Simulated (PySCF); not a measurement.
BH7N2OSi.
SMILES: `[SiH3]OB(N)N`

Jobs on this species (12 atoms, 48 electrons) with PySCF (density fitting). Hardware of each: an Arm Neoverse V1 with one thread, no GPU (shared host). Other jobs ran on the host; a repeat could differ by tens of per cent or more. Peak memory is the resident size of the whole Python process, interpreter and libraries included.

```
                                                                 level and settings                                                          work  basis functions  SCF cycles  wall time  peak memory
      delta-SCF UKS HF, pcX-2 on the ionised atom, pcseg-1 elsewhere, spin-free X2C                                 ΔSCF core ionisation, 5 holes              151           ?          ?            ?
delta-SCF UKS SCAN, def2-TZVP on the ionised atom, pcseg-1 elsewhere, spin-free X2C                                 ΔSCF core ionisation, 5 holes              128           ?          ?            ?
    delta-SCF UKS PBE0, pcX-2 on the ionised atom, pcseg-1 elsewhere, spin-free X2C                                 ΔSCF core ionisation, 5 holes              151           ?          ?            ?
 delta-SCF UKS SCAN, pcX-2 on the ionised atom, pcseg-1 elsewhere, non-relativistic                                 ΔSCF core ionisation, 5 holes              151          78       29 s     0.56 GiB
   delta-SCF UKS B3LYP, pcX-2 on the ionised atom, pcseg-1 elsewhere, spin-free X2C                                 ΔSCF core ionisation, 5 holes              151          71       34 s     0.55 GiB
                                                 PBE0-D3(BJ)/def2-SVP, grid level 1  geometry optimisation from a GFN2-xTB start shaken at random              109          64       43 s     0.45 GiB
    delta-SCF UKS SCAN, pcX-2 on the ionised atom, pcseg-1 elsewhere, spin-free X2C                                 ΔSCF core ionisation, 5 holes              151          79       30 s     0.48 GiB
    delta-SCF UKS SCAN, pcX-1 on the ionised atom, pcseg-1 elsewhere, spin-free X2C                                 ΔSCF core ionisation, 5 holes              131          77       25 s     0.56 GiB
     delta-SCF UKS PBE, pcX-2 on the ionised atom, pcseg-1 elsewhere, spin-free X2C                                 ΔSCF core ionisation, 5 holes              151          77       19 s     0.56 GiB
```

Q: Fill in the missing figures.

A: 
- delta-SCF UKS HF, pcX-2 on the ionised atom, pcseg-1 elsewhere, spin-free X2C; ΔSCF core ionisation, 5 holes: 19 s, 0.56 GiB, 65 SCF cycles
- delta-SCF UKS SCAN, def2-TZVP on the ionised atom, pcseg-1 elsewhere, spin-free X2C; ΔSCF core ionisation, 5 holes: 28 s, 0.56 GiB, 76 SCF cycles
- delta-SCF UKS PBE0, pcX-2 on the ionised atom, pcseg-1 elsewhere, spin-free X2C; ΔSCF core ionisation, 5 holes: 33 s, 0.56 GiB, 71 SCF cycles

Q: What do all jobs in the table cost together?

A: About 4.3 min; the longest takes about 17 % of that, and about 2.3 times as long as the shortest.
